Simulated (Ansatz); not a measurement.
System: C₃H₉BO₃ (charge 0, singlet). 
Coordinates optimised at B3LYP-D3(BJ)/def2-TZVP (Ansatz, a program for electronic structure):
```
B
O 1 1.3659
O 1 1.3659 2 120.00
O 1 1.3659 2 120.00 3 180.00
C 3 1.4223 1 120.65 2 0.00
H 5 1.0889 3 107.37 1 -180.00
H 5 1.0917 6 109.38 3 120.62
H 5 1.0917 6 109.38 7 118.75
C 2 1.4223 1 120.65 3 -180.00
H 9 1.0889 2 107.37 1 -180.00
H 9 1.0917 10 109.38 2 120.62
H 9 1.0917 10 109.38 11 118.75
C 4 1.4223 1 120.65 2 180.00
H 13 1.0889 4 107.37 1 -180.00
H 13 1.0917 14 109.38 4 -120.62
H 13 1.0917 14 109.38 15 -118.75
```
Charge 0, spin multiplicity 1.

Quantity: atomisation energy (electronic, to ground-state atoms), in kcal/mol. Valence correlation only, unless marked. Open shells are spin-unrestricted. Spin-orbit coupling is left out. No relativistic terms. The coupled-cluster limit lacks core correlation, which all-electron functionals hold. Basis-set limits of correlation are two-point, X^-3; Hartree-Fock from the larger set. The bracket is a focal-point correction in the basis named.

```
level                                                     program  atomisation energy (kcal/mol)  minus last row  rough core time
-------------------------------------------------  --------------  -----------------------------  --------------  ---------------
HF/cc-pVTZ                                                 Ansatz                         1163.0          -418.5       under 20 s
PBE-D4/def2-TZVPD                                  Ansatz + dftd4                         1610.0            28.5       under 20 s
PBE0-D3(BJ)/def2-TZVP                              Ansatz + dftd3                         1579.0            -2.5       under 20 s
BHLYP-D3(BJ)/def2-TZVPD                            Ansatz + dftd3                         1529.4           -52.1             25 s
CAM-B3LYP/def2-TZVPD                                       Ansatz                         1582.5             1.0             21 s
MP2/6-31G                                                  Ansatz                         1344.4          -237.1                -
RI-MP2/CBS(cc-pVTZ,cc-pVQZ)+[CCSD(T)-MP2]/cc-pVDZ          Ansatz                         1581.5             0.0                -
```

Core times are rough, on shared machines, summed over the molecules involved; a dash marks a level read off another run, or run on other hardware, by another program or under a memory cap.
